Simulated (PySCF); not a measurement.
C₅H₁₀O, SMILES CCOC1CC1. The structure is a stationary point at r2SCAN-D4/def2-SVP. One conformer was computed; it need not be the lowest.

Computed with r2SCAN-D4/def2-SVP (PySCF 2.14.0).

Harmonic wavenumbers (cm⁻¹): 81, 114, 187, 263, 366, 428, 482, 757, 806, 818, 827, 909, 978, 995, 1032, 1049, 1088, 1111, 1149, 1176, 1178, 1210, 1244, 1287, 1353, 1377, 1413, 1421, 1452, 1475, 1485, 1508, 2957, 3000, 3043, 3071, 3125, 3134, 3145, 3148, 3226, 3239. Rotational constants (GHz): 10.90, 1.837, 1.750; symmetry number 1.

### Question
Work out the zero-point energy and the ideal-gas rigid-rotor harmonic-oscillator thermochemistry at 298.15 K and 1 atm.

### Answer
ZPE = ½ Σ hcν = ½ × 62108 cm⁻¹ = 88.79 kcal/mol. H − E(el) = 93.73 kcal/mol. Entropy in cal/(mol K): translation 39.27, rotation 26.62, vibration 15.45, total 81.34. G − E(el) = 69.48 kcal/mol. Cp = 26.76 cal/(mol K). Modes under 150 cm⁻¹ make the vibrational entropy uncertain.
